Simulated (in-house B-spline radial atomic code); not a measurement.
Configurations of Sm IV (Sm3+), with energies counted from [Xe] (4f5/2)5. Method: Dirac-Hartree-Fock, average of each configuration as written, Fermi nucleus of rms radius 5.0819 fm. Calculated with a B-spline radial code for spherical atoms. Energies include first-order Breit, QED and recoil terms.

Occupations are held fixed; configurations that lie above the ionisation limit could autoionise.

| configuration | E - E(ref) (eV) | highest orbital | its <r> (bohr) |
| --- | --- | --- | --- |
| [Xe] (4f7/2)4 (8f5/2)1 | 38.251 | 8f5/2 | 17 |
| [Kr] 4d10 (4f7/2)5 5s2 (5p1/2)1 (5p3/2)4 (9g9/2)1 | 58.682 | 9g9/2 | 27.75 |
| [Kr] (4d3/2)3 (4d5/2)6 (4f5/2)6 5s2 5p6 | 140.9 | 4f5/2 | 0.8637 |
| [Kr] (4d3/2)3 (4d5/2)6 (4f5/2)1 (4f7/2)4 5s2 5p6 6s1 | 151.91 | 6s1/2 | 3.177 |
| [Kr] (4d3/2)4 (4d5/2)5 (4f5/2)5 5s2 5p6 9s1 | 161.28 | 9s1/2 | 13.2 |
| [Kr] (4d3/2)4 (4d5/2)5 (4f7/2)5 5s2 5p6 (7p3/2)1 | 165.49 | 7p3/2 | 6.611 |
| [Kr] (4d3/2)4 (4d5/2)5 (4f5/2)2 (4f7/2)3 5s2 5p6 8s1 | 167.04 | 8s1/2 | 9.122 |

Q: Order these further configurations by energy, lowest first.
A. [Xe] (4f5/2)4 7s1
B. [Xe] (4f5/2)4 (4f7/2)1
C. [Kr] 4d10 (4f5/2)3 (4f7/2)2 5s2 (5p1/2)2 (5p3/2)3 (8g9/2)1
D. [Kr] 4d10 (4f5/2)1 (4f7/2)4 5s2 (5p1/2)2 (5p3/2)3 (5g9/2)1
E. [Xe] (4f7/2)5

A: B (2.2922 eV), E (3.771 eV), A (25.335 eV), D (50.013 eV), C (54.391 eV).

Q: How far above the reference does [Kr] (4d3/2)3 (4d5/2)6 (4f7/2)5 5s2 5p6 (8p3/2)1 lie?

A: 168.1 eV; its least bound orbital is 8p3/2 with <r> = 10.2 bohr.

Q: How far above the reference does [Xe] (4f7/2)4 (8d5/2)1 lie?

A: 36.388 eV; its least bound orbital is 8d5/2 with <r> = 12.38 bohr.
